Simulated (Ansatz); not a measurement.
One geometry of BCl2H3O4Si, SMILES `O[Si](O)(O)OB(Cl)Cl`, several functionals.

```yaml
crystal:
  periodic: [false, false, false]
  atoms:
    - {symbol: O, position_ang: [0.519189, -0.368007, -2.162448]}
    - {symbol: Si, position_ang: [0.236598, -0.475687, -0.573334]}
    - {symbol: O, position_ang: [1.694061, -0.738424, 0.080045]}
    - {symbol: O, position_ang: [-0.892273, -1.580306, -0.176854]}
    - {symbol: O, position_ang: [-0.442900, 0.934798, -0.042910]}
    - {symbol: B, position_ang: [-0.576372, 1.567381, 1.115788]}
    - {symbol: Cl, position_ang: [0.189773, 0.961560, 2.595936]}
    - {symbol: Cl, position_ang: [-1.513205, 3.040706, 1.221488]}
    - {symbol: H, position_ang: [-0.233316, -0.264948, -2.745752]}
    - {symbol: H, position_ang: [1.763173, -0.630853, 1.031437]}
    - {symbol: H, position_ang: [-0.679330, -2.503120, -0.322795]}
basis:
  gaussian: {orbitals: def2-TZVPP}
hamiltonian: {xc: {name: BHLYP}, dispersion: d4}
output: {orbitals: {seedname: orbitals}}
```

```sh
$ ansatz run in.yaml --threads 4 --pin off --events-out ev --progress --plain --max-ram 11315MiB
```

Shortened log:

```
Functional definition: BHLYP
2092 factors; their error is unknown
mean field evaluation 1: about -41835.7368 eV, gradient 8.5e1 eV
mean field evaluation 2: about -41833.0514 eV, gradient 9.4e1 eV
mean field evaluation 4: about -41846.6746 eV, gradient 2.7e0 eV
mean field evaluation 8: about -41846.9281 eV, gradient 4.5e-2 eV
mean field evaluation 16: about -41846.9281 eV, gradient 4.3e-5 eV
mean field -41846.92808475 eV, -1537.8462422479 hartree, gradient 4.3e-5 eV, S^2 0.000000; 0 other end points of the search recorded, 0 dependent functions left out
reference -41846.92828802 eV, -1537.8462497179 hartree; 44, 44 occupied and 279, 279 virtual orbitals, 2092 factors
Total energy: -41847.39460598 eV, -1537.8633865868 hartree
```

Hardware: 4 threads of an Arm Neoverse V1 on a shared host. Wall time 10 s, peak host memory 1.4 GiB.

With the line `hamiltonian: {xc: {name: PBE-QIDH}}` (abridged; 15 s):

```
Functional definition: PBE-QIDH
mean field evaluation 16: about -41806.5823 eV, gradient 2.1e-4 eV
mean field -41806.58225936 eV, -1536.3635605121 hartree, gradient 4.2e-6 eV, S^2 0.000000
20 core orbitals not correlated: weight in the atoms' cores, before any rotation towards them, 1.000 or more for the frozen orbitals, at most 0.000 for the correlated occupied ones
second order -46.55295162 eV of doubles, -0.00000000 eV of singles
Total energy: -41822.09992324 eV, -1536.9338241415 hartree
```

With the line `hamiltonian: {xc: {name: LC-wPBE}}` (abridged; 6.5 s):

```
Functional definition: LC-wPBE
mean field evaluation 16: about -41836.2415 eV, gradient 8.3e-5 eV
mean field -41836.24153614 eV, -1537.4535188301 hartree, gradient 8.3e-5 eV, S^2 0.000000
Total energy: -41836.24153615 eV, -1537.4535188304 hartree
```

With the line `hamiltonian: {xc: {name: BLYP}, dispersion: d4}` (abridged; 5.5 s):

```
Functional definition: BLYP
mean field evaluation 16: about -41849.0332 eV, gradient 6.9e-4 eV
mean field -41849.03318372 eV, -1537.9236032082 hartree, gradient 1.9e-5 eV, S^2 0.000000
Total energy: -41849.83178674 eV, -1537.9529513277 hartree
```

The same input with `hamiltonian: {xc: {name: r2SCANh}, dispersion: d4}` (abridged; 15 s):

```
Functional definition: r2SCANh
mean field evaluation 16: about -41843.8432 eV, gradient 3.5e-4 eV
mean field -41843.84320499 eV, -1537.7328750076 hartree, gradient 3.5e-5 eV, S^2 0.000000
Total energy: -41843.94330513 eV, -1537.7365536201 hartree
```

With the line `hamiltonian: {xc: {name: B3LYP}, dispersion: d4}` and forces (abridged; 17 s):

```
Functional definition: B3LYP
mean field evaluation 16: about -41852.2622 eV, gradient 3.1e-3 eV
mean field -41852.26223090 eV, -1538.0422685035 hartree, gradient 6.8e-5 eV, S^2 0.000000
Total energy: -41852.85769410 eV, -1538.0641513724 hartree
Atom 0 force    -0.004449     0.006183    -0.151430 eV/Å
Atom 1 force     0.002025     0.032737    -0.046461 eV/Å
Atom 2 force     0.104758    -0.014073     0.098001 eV/Å
Atom 3 force    -0.070066    -0.122262     0.026090 eV/Å
Atom 4 force    -0.010686     0.032659    -0.026039 eV/Å
Atom 5 force    -0.020707     0.012718    -0.066112 eV/Å
Atom 6 force     0.105456    -0.089378     0.192582 eV/Å
Atom 7 force    -0.129668     0.196683     0.002061 eV/Å
Atom 8 force     0.007872     0.007202    -0.064666 eV/Å
Atom 9 force     0.060606    -0.011951     0.020712 eV/Å
Atom 10 force    -0.045141    -0.050519     0.015263 eV/Å
Dipole moment:    -0.120861    -0.396732    -0.118528 e Å
```

B3LYP takes the VWN-RPA correlation (the form of Gaussian; ORCA's B3LYP/G).
